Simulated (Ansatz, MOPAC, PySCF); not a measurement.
Molecule: HSiO (charge 0, doublet). SMILES: O=[SiH]
Geometry: optimised at B3LYP-D3(BJ)/def2-TZVP (Ansatz, a program for electronic structure).

Wanted: vertical ionisation energy to the singlet, in eV. Conventions: each state is the SCF solution reached for its charge and spin; UHF or UKS for open shells; non-relativistic; dispersion terms only where a functional's name holds one; 6-31G* and kin with 6d, 5d where marked; spin-orbit terms left out. First-principles rows: single points at B3LYP-D3(BJ) geometries (Ansatz). Semi-empirical rows: differences of heats of formation at the shared geometry for vertical values.

| species | coefficient | E at M06-2X/6-31G* (5d) (PySCF), Eh | E at B3LYP/def2-TZVPD (Ansatz), Eh | heat of formation at PM6 (MOPAC), kcal/mol |
|---|---|---|---|---|
| charge 1, singlet | +1 | -364.81882 | -364.96911 | 193.65 |
| charge 0, doublet | -1 | -365.17918 | -365.33446 | 9.13 |

 1 Eh = 27.2114 eV and 1 eV = 23.0605 kcal/mol.

Task: Compute it at each level from the table.

Result: 
- M06-2X/6-31G* (5d): the sum of coefficient times E is 0.36036 Eh, or 9.806 eV. Result: 9.81 eV.
- B3LYP/def2-TZVPD: the sum of coefficient times E is 0.36535 Eh, or 9.942 eV. Result: 9.94 eV.
- PM6: the sum of coefficient times heat of formation is 184.52 kcal/mol, or 8.00 eV.
